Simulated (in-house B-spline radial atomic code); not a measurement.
A fraction x of an electron is removed from 3d in Co⁴⁺, starting from [Ar] 3d5 and keeping the highest spin. Level of theory: non-relativistic OLYP, spin-polarised, spherical fractional occupations, point nucleus; calculated with an all-electron radial atomic-structure program (B-spline basis).

```tsv
x	E(x) - E(0) (eV)	3d up level (eV)
0	0.0000	-69.097
0.06	4.1859	-70.433
0.21	15.0034	-73.808
0.32	23.2598	-76.312
0.47	34.9651	-79.766
0.5	37.3685	-80.463
0.56	42.2382	-81.861
0.72	55.6362	-85.623
0.86	67.8562	-88.955
0.95	75.9593	-91.117
1	80.5454	-92.325
```

The exact functional would give a straight line between the two integer points. Deviations E(x) - E(0) - x[E(1) - E(0)], in eV: -0.647 at x = 0.06, -1.911 at x = 0.21, -2.515 at x = 0.32, -2.891 at x = 0.47, -2.904 at x = 0.5, -2.867 at x = 0.56, -2.356 at x = 0.72, -1.413 at x = 0.86, -0.559 at x = 0.95.

The curve lies below the straight line by up to 2.904 eV (at x = 0.5): convex, the delocalisation error that favours fractional charges.

(1) How well does Slater's transition state (minus the level at half occupation) give the ionisation energy?

## Answers

(1) It gives 80.463 eV against 80.545 eV from the two total energies; NIST lists 79.50 eV, ground level to ground level.
